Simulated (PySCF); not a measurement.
**Electric field gradients and quadrupole coupling constants**

C4H9NO3Si.
Structure used (GFN2-xTB), in Å, numbered top down from 1:
```
atom  x, y, z in Å
C1    -1.8939   -1.8201   -0.6772
O2    -0.6026   -1.2739   -0.7072
Si3    0.0077   -0.0255    0.1116
C4     0.1205   -0.4601    1.9429
N5     0.1899   -0.7235    3.0552
O6    -0.9508    1.2571   -0.0817
C7    -0.7542    2.5897    0.3084
O8     1.4797    0.3150   -0.4532
C9     2.5835   -0.5306   -0.6371
H10   -2.0563   -2.3565    0.2601
H11   -2.6467   -1.0372   -0.7740
H12   -1.9757   -2.5143   -1.5137
H13   -0.7899    2.6768    1.3964
H14   -1.5571    3.1815   -0.1315
H15    0.2098    2.9556   -0.0465
H16    2.9697   -0.8692    0.3265
H17    2.3060   -1.4004   -1.2338
H18    3.3517    0.0421   -1.1568
```

Field gradients from the PBE0/pcSseg-1 density (PySCF, non-relativistic), principal values in atomic units, ordered |Vxx| ≤ |Vyy| ≤ |Vzz|:

| atom | Vxx | Vyy | Vzz |
| --- | --- | --- | --- |
| O2 | -0.5454 | -1.1670 | 1.7123 |
| N5 | 0.5828 | 0.5838 | -1.1666 |
| O6 | -0.5442 | -1.1676 | 1.7118 |
| O8 | -0.5426 | -1.1691 | 1.7117 |

Question: Find the asymmetry η = (Vxx − Vyy)/Vzz and the couplings χ = eQV/h (234.96 MHz × Q in barn × V in au), with Q(17O) = −0.0256 b, Q(14N) = 0.02044 b.

Answer: 
```tsv
atom	environment	nucleus	η	χzz (MHz)	χxx (MHz)	χyy (MHz)
O2	silyl ether oxygen	17O	0.36	-10.30	3.28	7.02
N5	cyano nitrogen	14N	0.00	-5.60	2.80	2.80
O6	silyl ether oxygen	17O	0.36	-10.30	3.27	7.02
O8	silyl ether oxygen	17O	0.37	-10.30	3.26	7.03
```

The gradient is axial or nearly so (η below 0.05) at N5. The tensor is traceless: Vxx + Vyy + Vzz = 0.

Question: What is Vzz at O8 in SI units (1 au = 9.71736 × 10²¹ V/m²)?

Answer: 1.7117 au = 16.634 × 10²¹ V/m².

Question: And the gradient at the other heavy atoms, for which no coupling is worked out here?

Answer: 
```
atom           environment  Vzz (au)     η
  C1        methoxy carbon     0.465  0.02
 Si3  oxygen-bound silicon     0.158  0.02
  C4          cyano carbon    -0.468  0.00
  C7        methoxy carbon     0.465  0.03
  C9        methoxy carbon     0.465  0.03
```

Question: What couplings would deuterons (Q(2H) = 0.00286 b) have in place of the hydrogens, at this geometry?

Answer: 
| atom | bonded to | bond length (Å) | Vzz (au) | η | χzz (kHz) |
| --- | --- | --- | --- | --- | --- |
| H10 | C1 | 1.092 | 0.2957 | 0.08 | 199 |
| H11 | C1 | 1.090 | 0.2974 | 0.08 | 200 |
| H12 | C1 | 1.090 | 0.3013 | 0.07 | 202 |
| H13 | C7 | 1.092 | 0.2957 | 0.08 | 199 |
| H14 | C7 | 1.090 | 0.3013 | 0.07 | 202 |
| H15 | C7 | 1.090 | 0.2975 | 0.08 | 200 |
| H16 | C9 | 1.092 | 0.2958 | 0.09 | 199 |
| H17 | C9 | 1.091 | 0.2973 | 0.08 | 200 |
| H18 | C9 | 1.090 | 0.3014 | 0.07 | 203 |

One conformer (not necessarily the lowest) at the GFN2-xTB geometry, without solvent, vibrations or thermal averaging. GFN2-xTB bond lengths can be off by several hundredths of an ångström, more for odd bonds, and the gradients follow them. With so small a basis the couplings can be 20 % off.
